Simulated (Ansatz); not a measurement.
## Two structures, one formula

The two ends of one reaction step of BNH5F3, singlet (PBE0-D4/def2-TZVP).

A:

```csv
atom,x (Å),y (Å),z (Å)
B1,-0.9964,-0.4554,-0.4811
H2,1.1657,1.2252,-1.9487
F3,-0.5947,-1.3241,-1.3909
F4,-1.7207,0.5804,-0.8635
H5,0.9452,0.2611,1.0794
N6,-0.6321,-0.6165,0.8784
H7,1.5266,1.2590,-1.2949
F8,1.7616,0.6987,1.2441
H9,-0.3110,-1.5188,1.1934
H10,-1.1443,-0.1097,1.5836
```

B:

```
10
angstrom
B -0.5253 -0.0484 -0.8029
H 0.1362 0.9740 -1.0172
F -0.0271 -1.1615 -1.4330
F -1.8685 0.1552 -0.9955
H 0.6090 -0.3619 1.0799
N -0.3728 -0.3815 0.8067
H 1.5382 0.9822 -0.3492
F 2.1469 0.8460 0.3544
H -0.7588 -1.3039 0.9911
H -0.8778 0.2996 1.3654
```

Program: Ansatz 0.2.0. Basis: def2-TZVPP. Cores are frozen in the correlated methods. B3LYP uses VWN-RPA correlation.

Question: Which structure is lower at CCSD(T), and by how much? (An estimate is asked for; the value comes from the calculation.)

Answer: By the calculation: A, by 1.01 kcal/mol (electronic energy, against the other); a gap this small isn't resolved in one triple-zeta basis. By their contacts, A is a complex of BNH₂F₂ ([NH2][B]([F])[F]) + HF + H₂ and B is a complex of BNH₄F₂ ([NH3][BH]([F])[F]) + HF.

Question: Do the other methods give the same order? (A judgement: the text doesn't fix the answer.)

Answer: Computed: Not all: SPW92, PBE-QIDH give the other order.

```csv
method,E(B) − E(A) (kcal/mol)
SPW92,-5.50
PBE-D4,0.73
BLYP-D4,4.33
r2SCAN-D4,1.18
B97M-V,1.93
PBE0-D4,0.04
B3LYP-D4,3.20
r2SCAN0-D4,0.58
BHLYP-D4,2.32
CAM-B3LYP-D4,1.65
wB97X-V,0.74
wB97M-V,1.44
B2PLYP,2.67
PBE-QIDH,-0.08
RPA on PBE,1.13
HF,6.60
MP2,1.64
CCSD,1.31
CCSD(T),1.01
```

T1 diagnostic: at most 0.011.

Labels in which every atom is bracketed show which atoms are joined, not bond orders.

For scale, one of the runs: CCSD(T)/def2-TZVPP, 225 basis functions, launched by `ansatz run in.yaml --threads 4 --pin off --events-out ev --progress --plain --max-ram 9574MiB`. The run took 2.7 min on 4 CPU threads of an Intel Xeon (shared host), with 4.2 GiB of host memory at its peak.
